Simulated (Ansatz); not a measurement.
Pulling on the Cd1–H2 bond in CdH2O (SMILES [OH][CdH]) (multiplicity 1 held, fragments rigid). Energies count from the point at 1.644 Å.
Geometry at that point (charge 0, multiplicity 1):
```json
[
 {"atom": "Cd", "x (Å)": "-0.2673", "y (Å)": "-0.0991", "z (Å)": "-0.0305"},
 {"atom": "H", "x (Å)": "-1.7878", "y (Å)": "-0.6990", "z (Å)": "-0.2066"},
 {"atom": "O", "x (Å)": "1.6116", "y (Å)": "0.5006", "z (Å)": "0.1771"},
 {"atom": "H", "x (Å)": "1.7266", "y (Å)": "1.4525", "z (Å)": "0.2546"}
]
```

U- levels take the lowest unrestricted solution at each point, which mixes spins at long bonds. Active spaces are followed from a long bond inwards. Curves can end on different states.

Correlated levels freeze the cores.

Programs: Ansatz (an electronic-structure program).  In def2 rows elements past Kr take small-core potentials, without spin–orbit coupling.

Energies in kcal/mol.

| R (Å) | U-MP2/def2-TZVPP | U-SCS-MP2/def2-TZVPP | FIC-MRCISD on CASSCF(2,2)/def2-TZVPP | FIC-MRCISD+Q on CASSCF(2,2)/def2-TZVPP |
|---|---|---|---|---|
| 1.315 | 23.9 | 25.4 | 28.1 | 27.0 |
| 1.480 | 3.7 | 4.3 | 5.7 | 5.2 |
| 1.644 | 0.0 | 0.0 | 0.0 | 0.0 |
| 1.808 | 4.7 | 4.2 | 2.9 | 3.3 |
| 1.973 | 13.5 | 12.5 | 9.9 | 10.7 |
| 2.219 | 29.4 | 27.9 | 23.1 | 24.4 |
| 2.466 | 48.7 | 48.6 | 36.1 | [?] |
| 2.877 | 64.1 | 65.4 | 53.4 | [?] |
| 3.288 | 69.2 | 71.1 | 63.8 | [?] |
| 3.781 | 71.2 | 73.2 | 69.4 | 71.8 |
| 4.439 | 71.8 | 73.9 | 71.6 | 73.9 |
| 5.261 | 71.9 | 74.0 | 72.1 | 74.4 |

Q: What belongs in the gaps?

A: 
- 3.288, FIC-MRCISD+Q on CASSCF(2,2)/def2-TZVPP: 66.1
- 2.877, FIC-MRCISD+Q on CASSCF(2,2)/def2-TZVPP: 55.5
- 2.466, FIC-MRCISD+Q on CASSCF(2,2)/def2-TZVPP: 37.8

Doubts at one or more of the structures used: a spin-contaminated determinant (U-MP2/def2-TZVPP, U-SCS-MP2/def2-TZVPP).
